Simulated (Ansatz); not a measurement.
C₃HBrClF, SMILES FC=C=C(Cl)Br.

Geometry: B3LYP-D3(BJ)/def2-SVP. The structure was generated by enumeration, and PubChem lists no compound with its InChIKey, so it may never have been made.

Two levels are set side by side: PBE/def2-SVPD (Ansatz, a program for electronic structure) and CAM-B3LYP/def2-SVPD (Ansatz). Energy differences of separate SCF runs at the same geometry; the states with an electron removed or added have multiplicity 2 and 2. Differences are taken from unrounded values.

```json
[
 {"quantity": "vertical ionisation energy (eV)", "CAM-B3LYP": "10.01", "PBE": "9.58", "PBE minus CAM-B3LYP": "-0.43"},
 {"quantity": "vertical singlet–triplet gap (eV)", "CAM-B3LYP": "3.93", "PBE": "3.85", "PBE minus CAM-B3LYP": "-0.09"}
]
```
